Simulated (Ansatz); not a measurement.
Geometry optimisation, Ansatz 0.2.0, RHF/def2-SVP.

Input file:

```yaml
crystal:
  periodic: [false, false, false]
  atoms:
    - { symbol: Hf, position_ang: [-0.152273, 0.212382, 0.020494] }
    - { symbol: Cl, position_ang: [-0.248326, 0.433091, 2.496811] }
    - { symbol: "N", position_ang: [1.760201, 0.1993, -0.634596] }
    - { symbol: H, position_ang: [2.503023, -0.420709, -0.370568] }
    - { symbol: H, position_ang: [2.10837, 0.829355, -1.332074] }
    - { symbol: "N", position_ang: [-0.912433, 1.901381, -0.780028] }
    - { symbol: H, position_ang: [-1.599908, 1.955653, -1.514222] }
    - { symbol: H, position_ang: [-0.693555, 2.836266, -0.472137] }
    - { symbol: Cl, position_ang: [-1.459475, -1.553451, -0.972836] }
    - { symbol: Si, position_ang: [1.321047, -3.034075, 1.376589] }
    - { symbol: H, position_ang: [0.243188, -3.978808, 1.025931] }
    - { symbol: H, position_ang: [2.407579, -3.088961, 0.372257] }
    - { symbol: H, position_ang: [1.857787, -3.321034, 2.722479] }
    - { symbol: H, position_ang: [0.807275, -1.65489, 1.3969] }
basis:
  gaussian: { orbitals: def2-SVP }
hamiltonian:
  xc: hf
relax:
  f_tol: 0.03
  max_steps: 50
```

Command:

```bash
$ ansatz run input.yaml --threads 4 --pin off --max-ram 5120MiB --backend cpu --events-out ev --progress --plain --runs-dir out
```

Q: Where does it end, and by what steps?

A: The run converged. The force dipped under the threshold on the way, but the program's further checks kept it going. After 41 steps the energy has fallen by 0.264 eV; H12 moved furthest, 1.49 Å.

| step | energy less start (eV) | largest force component (eV/Å) | accepted |
| --- | --- | --- | --- |
| 0 | 0.0000 | 0.999 | yes |
| 2 | -0.1764 | 0.235 | yes |
| 4 | -0.2135 | 0.459 | yes |
| 6 | -0.2342 | 0.255 | yes |
| 8 | -0.2433 | 0.147 | yes |
| 10 | -0.2467 | 0.145 | yes |
| 12 | -0.2480 | 0.174 | yes |
| 14 | -0.2497 | 0.025 | yes |
| 16 | -0.2498 | 0.145 | no |
| 18 | -0.2510 | 0.090 | yes |
| 20 | -0.2520 | 0.034 | yes |
| 22 | -0.2532 | 0.138 | yes |
| 24 | -0.2558 | 0.081 | yes |
| 26 | -0.2572 | 0.051 | yes |
| 28 | -0.2581 | 0.042 | yes |
| 30 | -0.2594 | 0.082 | yes |
| 32 | -0.2603 | 0.101 | yes |
| 34 | -0.2608 | 0.147 | no |
| 36 | -0.2630 | 0.064 | yes |
| 38 | -0.2637 | 0.043 | yes |
| 40 | -0.2641 | 0.031 | yes |
| 41 | -0.2642 | 0.016 | yes |

```xyz
14
Properties=species:S:1:pos:R:3
Hf -0.240 0.634 -0.061
Cl -0.627 0.987 2.285
N 1.743 0.796 -0.447
H 2.465 0.233 -0.029
H 2.176 1.450 -1.076
N -1.133 2.107 -1.123
H -1.556 2.003 -2.030
H -1.278 3.053 -0.811
Cl -1.070 -1.482 -0.855
Si 1.486 -3.698 1.495
H 0.119 -3.890 2.025
H 1.614 -4.332 0.164
H 2.471 -4.298 2.425
H 1.772 -2.247 1.375
```

Whether the end is a true minimum wasn't checked by a vibrational analysis.

Run time: 110 s on 4 threads of Arm Neoverse V2, with other jobs on the host, peak memory 0.35 GiB.
